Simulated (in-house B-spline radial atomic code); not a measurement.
Ionising Sr with different functionals

Computed with a B-spline radial code for spherical atoms: non-relativistic Hamiltonian, point nucleus, spin-polarised at highest spin, spherical fractional occupations for the functionals, the average over the highest-spin determinants for Hartree-Fock. The ionisation energy is the difference of two self-consistent energies, [Kr] 5s2 → [Kr] 5s1, without Breit or QED terms; ε is the level of the shell that loses the electron (its least bound occupied spin orbital). There is no spin-orbit coupling in this Hamiltonian.

| method | rung | ΔSCF (eV) | -ε(5s) (eV) |
| --- | --- | --- | --- |
| Hartree-Fock | Hartree-Fock | 4.67 | 4.86 |
| HF fractional | Hartree-Fock | 4.67 | 4.86 |
| LDA VWN5 | LDA | 5.78 | 3.59 |
| LDA PW92 | LDA | 5.78 | 3.59 |
| LDA exchange-only | LDA | 4.75 | 2.80 |
| PBE | GGA | 5.62 | 3.48 |
| PBEsol | GGA | 5.58 | 3.49 |
| BLYP | GGA | 5.59 | 3.32 |
| RPBE | GGA | 5.59 | 3.44 |
| PW91 | GGA | 5.65 | 3.51 |
| BP86 | GGA | 5.74 | 3.60 |
| AM05 | GGA | 5.52 | 3.43 |
| OLYP | GGA | 5.44 | 3.20 |
| TPSS | meta-GGA | 5.52 | 3.48 |
| SCAN | meta-GGA | 5.37 | 3.54 |
| r2SCAN | meta-GGA | 5.35 | 3.53 |
| revTPSS | meta-GGA | ? | ? |
| PBE0 | global hybrid | 5.54 | 3.99 |
| B3LYP | global hybrid | 5.68 | 3.88 |
| TPSSh | global hybrid | 5.50 | 3.69 |
| M06-2X | global hybrid | 5.80 | 4.54 |
| BHandHLYP | global hybrid | ? | ? |
| r2SCAN0 | global hybrid | 5.38 | 4.01 |
| B97-1 | global hybrid | 5.73 | 3.82 |
| HSE06 | range-separated hybrid | 5.54 | 3.66 |
| wB97X | range-separated hybrid | 5.77 | 5.49 |
| CAM-B3LYP | range-separated hybrid | 5.60 | 4.75 |
| LC-wPBE | range-separated hybrid | 5.36 | 5.50 |

Question: What does BHandHLYP give?

Answer: ΔSCF 5.48 eV, and -ε(5s) = 4.35 eV.

Question: What does revTPSS give?

Answer: ΔSCF 5.53 eV, and -ε(5s) = 3.52 eV.

Question: Among the functionals, which spreads more, the ΔSCF values or the orbital energies?

Answer: The orbital energies: ΔSCF values span about 1.06 eV and the orbital energies 2.70 eV.

Question: How do they compare with the NIST value?

Answer: NIST lists 5.695 eV (measured, ground level to ground level). Errors run from -1.02 to +0.11 eV; B3LYP is closest (-0.02 eV), but part of that can be cancellation, since the calculations leave out relativity, Breit-QED terms. Hartree-Fock also lacks correlation.
